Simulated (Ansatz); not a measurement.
A structure relaxed at r2SCAN-D4/def2-SVP in Ansatz, charge 1, doublet:

```xyz
7

O    -1.907    0.485   -1.098
Si    0.396   -1.706    1.050
Si   -3.252    0.849   -1.841
Si    0.749    0.851    1.475
Si    1.898    0.106   -0.754
Si   -0.392    0.030   -0.300
Si    2.507   -0.614    1.468
```

(1) Give its formula and point group.

(2) Summarise the bond lengths by kind (pairs closer than 1.2 times the sum of covalent radii, bridged metal pairs left out).

Answers

(1) Si₆O⁺ (the lowest doublet isomer of a short search). Point group Cs (tolerance 0.1 Å).

(2) 8 × Si–Si 2.26 to 2.62 Å; 2 × O–Si 1.58 to 1.77 Å.

The relaxation made no stability test and no search for a lower SCF solution. The structure comes from a short search, and lower isomers may exist.
